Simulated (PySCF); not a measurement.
Species: H5O2PSi.
Numbering: `[OH:1][SiH:2]([OH:3])[PH2:4]` (hydrogens: H5 on O1; H6 on Si2; H7 on O3; H8, H9 on P4)

Method: PBE0-D3(BJ)/def2-SVP geometry optimisation, gas phase (PySCF 2.14.0); density fitting, grid level 1; the optimiser is geomeTRIC in internal coordinates, started from a GFN2-xTB structure with every atom displaced at random (about 0.01 Å).

Step 4: E = -21324.4874 eV
```
atom  x, y, z in Å  |  force x, y, z in eV/Å
O1     -0.9405   -1.3716    0.7254   -0.015   0.006   0.001
Si2    -0.2996   -0.1676   -0.2102    0.005  -0.002  -0.004
O3     -1.4729    0.9913   -0.4097   -0.003   0.011   0.005
P4      1.4600    0.6184    0.9655   -0.038   0.016   0.030
H5     -1.8014   -1.7091    0.4588    0.004  -0.004   0.006
H6      0.0984   -0.6943   -1.5524    0.009  -0.004  -0.001
H7     -1.2198    1.8685   -0.7080   -0.003  -0.004  -0.010
H8      2.1174    1.0945   -0.2116    0.011   0.027  -0.026
H9      2.1185   -0.6462    0.9093    0.030  -0.045   0.000
```

Step 5: E = -21324.4884 eV
```
atom  x, y, z in Å  |  force x, y, z in eV/Å
O1     -0.9585   -1.3755    0.7321   -0.017   0.036  -0.021
Si2    -0.2988   -0.1761   -0.1979    0.003  -0.017  -0.003
O3     -1.4617    0.9923   -0.4054    0.005   0.010   0.008
P4      1.4625    0.6047    0.9780   -0.052   0.019   0.035
H5     -1.8204   -1.6975    0.4490    0.008  -0.018   0.023
H6      0.1044   -0.7093   -1.5363    0.006   0.002  -0.002
H7     -1.1988    1.8601   -0.7226   -0.008  -0.005  -0.013
H8      2.0847    1.1269   -0.1987    0.016   0.035  -0.027
H9      2.1467   -0.6419    0.8689    0.038  -0.061   0.001
```

Step 6: E = -21324.4898 eV
```
atom  x, y, z in Å  |  force x, y, z in eV/Å
O1     -0.9919   -1.3789    0.7446   -0.011   0.075  -0.051
Si2    -0.2974   -0.1921   -0.1778   -0.005  -0.036   0.000
O3     -1.4391    0.9956   -0.3988    0.020   0.008   0.015
P4      1.4676    0.5726    1.0017   -0.051   0.007   0.034
H5     -1.8549   -1.6777    0.4390    0.011  -0.036   0.042
H6      0.1133   -0.7367   -1.5098    0.001   0.009  -0.004
H7     -1.1606    1.8426   -0.7567   -0.015  -0.008  -0.019
H8      2.0236    1.1917   -0.1621    0.017   0.035  -0.016
H9      2.1996   -0.6334    0.7872    0.034  -0.054   0.000
```

Step 7: E = -21324.4916 eV
```
atom  x, y, z in Å  |  force x, y, z in eV/Å
O1     -1.0325   -1.3777    0.7604    0.001   0.095  -0.066
Si2    -0.2955   -0.2121   -0.1566   -0.017  -0.047   0.001
O3     -1.4068    1.0026   -0.3912    0.033   0.002   0.022
P4      1.4765    0.5226    1.0303   -0.029  -0.005   0.013
H5     -1.8963   -1.6551    0.4370    0.012  -0.045   0.048
H6      0.1191   -0.7707   -1.4823   -0.007   0.015  -0.006
H7     -1.1138    1.8163   -0.8100   -0.018  -0.010  -0.025
H8      1.9458    1.2737   -0.0955    0.012   0.021   0.006
H9      2.2636   -0.6157    0.6751    0.012  -0.026   0.007
```

**Question.** Estimate the geometry and energy of step 8. (The exact step hangs on the optimiser's Hessian estimate; all steps are aligned on step 7, rigid shifts and turns removed.)

**Answer.** E = -21324.4940 eV, largest force 0.087 eV/Å
```
atom  x, y, z in Å  |  force x, y, z in eV/Å
O1     -1.0570   -1.3706    0.7715    0.012   0.071  -0.048
Si2    -0.2943   -0.2245   -0.1474   -0.024  -0.034   0.002
O3     -1.3813    1.0112   -0.3866    0.033   0.003   0.028
P4      1.4840    0.4786    1.0488    0.001  -0.008  -0.021
H5     -1.9218   -1.6447    0.4487    0.009  -0.035   0.028
H6      0.1156   -0.7909   -1.4717   -0.010   0.014  -0.005
H7     -1.0864    1.7938   -0.8599   -0.014  -0.013  -0.027
H8      1.8959    1.3313   -0.0280    0.007  -0.008   0.027
H9      2.3054   -0.6005    0.5918   -0.014   0.010   0.016
```

The energy changes by -0.0024 eV. The first-order estimate −F·Δx gives -0.0027 eV and the mean of the old and new forces, exact on a quadratic surface, -0.0019 eV. The step makes an angle of 84° with the force vector and moves no atom by more than 0.102 Å.

What follows is the cost of the whole optimisation. On one thread, Arm Neoverse V1 (aarch64) (shared host), this took 54 s and 0.38 GiB of memory at its peak.
